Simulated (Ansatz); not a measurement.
Basis-set extrapolation for `BNCOC` (PBE0-D4/def2-TZVP geometry, frozen core, Ansatz). Multiplicity 1, RHF reference.

```tsv
	def2-TZVPP	def2-QZVPP
HF	-234.498165	-234.509577
MP2 correlation	-0.899310	-0.961714
CCSD(T) correlation	-0.978464	not run
```

Energies in hartree. Use E(X) = E(∞) + A·exp(−7.88·√X) for Hartree–Fock and E(X) = E(∞) + B·X^(−2.97) for correlation, with X = 3 and 4, and add CCSD(T) minus MP2 of the smaller set to the MP2 limit.

Question: What is the CCSD(T) energy at the basis-set limit?

Answer: HF limit: -234.509577 + (-0.011412) × 0.13774 = -234.51115. MP2 limit: -0.961714 + (-0.062404) × 0.74074 = -1.00794. Higher-order term: -0.978464 − (-0.899310) = -0.07915. Total: -235.59824 hartree, 76.3 kcal/mol below CCSD(T)/def2-TZVPP.
